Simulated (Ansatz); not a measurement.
A structure relaxed at PBE0-D4/def2-SVP in Ansatz, charge 1, doublet:

Cartesian coordinates in Å:
```
Zn -0.5416 -0.2135 -1.3216
Zn 0.5416 0.2135 1.3216
F -0.3315 -1.1817 0.3268
F 0.3315 1.1817 -0.3268
```

Problem. Give its formula and point group.

Solution. the cluster Zn2F2⁺. Point group D2h (tolerance 0.1 Å).

Problem. Summarise the bond lengths by kind (pairs closer than 1.2 times the sum of covalent radii, bridged metal pairs left out).

Solution. 4 × F–Zn 1.92 Å.

Another isomer (doublet) lies 0.42 eV lower at PBE0-D4/def2-TZVP; other spin states weren't run for this one.
